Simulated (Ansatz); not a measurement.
Cost and result for the atomization energy of C3H10Ge, SMILES `CC[CH2][GeH3]` (14 atoms, 13 bonds).

```xyz
14

C     0.602   -1.358    1.481
C    -0.129   -0.786    0.277
C     0.272    0.652   -0.026
Ge   -0.655    1.410   -1.577
H     0.396   -0.770    2.380
H     0.300   -2.389    1.680
H     1.684   -1.351    1.323
H    -1.210   -0.839    0.448
H     0.067   -1.414   -0.600
H     1.348    0.718   -0.213
H     0.066    1.296    0.836
H    -0.350    0.576   -2.836
H    -0.212    2.862   -1.829
H    -2.178    1.393   -1.345
```

The species carries charge 0 and has multiplicity 1. Correlated methods include outer-core shells of Ge, which these sets cover unevenly. Scalar relativity is left out up to krypton. The structure was optimised at the PBE0-D4/def2-TZVP level. It is one conformer, not always the lowest. Program: Ansatz. All runs use 4 threads of an Intel Xeon on a shared host. Times are those of one run each, without the atoms' runs, and a repeat can differ threefold. Electronic energies, without spin–orbit coupling; frozen cores. CCSD(T)/CBS adds CCSD(T) − MP2 in def2-TZVPP to the MP2 limit, and its time is that of the two runs behind it. T1 = 0.010. With those shells the extrapolation isn't a true limit. B3LYP takes the VWN-RPA correlation (the form of Gaussian; ORCA's B3LYP/G). HSE06 is the plane-wave form, built on full-range PBE exchange.

CCSD(T)/CBS is a level of theory with its own doubt, some kJ/mol a heavy atom from the limit and from the frozen cores, so smaller differences don't rank the functionals.

```csv
level,functions,wall time
revPBE-D4/def2-TZVPP,281,2.1 s
BLYP-D4/def2-TZVPP,281,2.2 s
BHLYP-D4/def2-TZVPP,281,3.3 s
HSE06-D4/def2-TZVPP,281,3.5 s
CAM-B3LYP-D4/def2-TZVPP,281,3.8 s
r2SCAN-D4/def2-TZVPP (with forces),281,4.4 s
B3LYP-D4/def2-TZVPP (with forces),281,5.5 s
CCSD(T)/def2-SVP,124,8 s
B97M-V/def2-TZVPP,281,8.5 s
ωB97M-V/def2-TZVPP (with forces),281,11 s
MP2/def2-QZVPP,560,27 s
CCSD(T)/def2-TZVPP,281,2.9 min
CCSD(T)/CBS(def2),–,3.3 min
```

Q: What atomization energy does each give, and how far from CCSD(T)/CBS? (An estimate is asked.)

A: The calculation gave: 
```
                             level  atomization (kJ/mol)  difference from CCSD(T)/CBS  per bond
              revPBE-D4/def2-TZVPP                4902.7                        -66.0      -5.1
                BLYP-D4/def2-TZVPP                4909.0                        -59.7      -4.6
               BHLYP-D4/def2-TZVPP                4873.1                        -95.6      -7.3
               HSE06-D4/def2-TZVPP                4962.8                         -5.9      -0.5
           CAM-B3LYP-D4/def2-TZVPP                4977.7                          9.0       0.7
r2SCAN-D4/def2-TZVPP (with forces)                4964.1                         -4.6      -0.3
 B3LYP-D4/def2-TZVPP (with forces)                4954.4                        -14.3      -1.1
                  CCSD(T)/def2-SVP                4762.1                       -206.6     -15.9
                 B97M-V/def2-TZVPP                4982.8                         14.1       1.1
  ωB97M-V/def2-TZVPP (with forces)                4956.3                        -12.4      -1.0
                    MP2/def2-QZVPP                4930.4                        -38.3      -2.9
                CCSD(T)/def2-TZVPP                4877.9                        -90.8      -7.0
                 CCSD(T)/CBS(def2)                4968.7                          0.0       0.0
```

The D4 term adds +38.8 kJ/mol with B3LYP and +20.4 kJ/mol with PBE0; it sums over pairs of atoms, weighted by their polarisabilities, and B3LYP, whose exchange is more repulsive, gets the larger term. At CCSD(T), def2-SVP lies −206.6 kJ/mol from the extrapolated value and def2-TZVPP −90.7 kJ/mol: correlation converges slowly with the basis, and small sets miss more of it in the bonded molecule than in its fragments. In def2-TZVPP, CCSD(T) changes the Hartree–Fock value by +1111.1 kJ/mol (the triples alone add +49.3 kJ/mol) and MP2 by +1111.0 kJ/mol; breaking electron pairs costs correlation energy, which Hartree–Fock lacks.

For some Ge, Se and Sn compounds the MP2-based and the directly extrapolated limit differ by 10 to 25 kJ/mol.
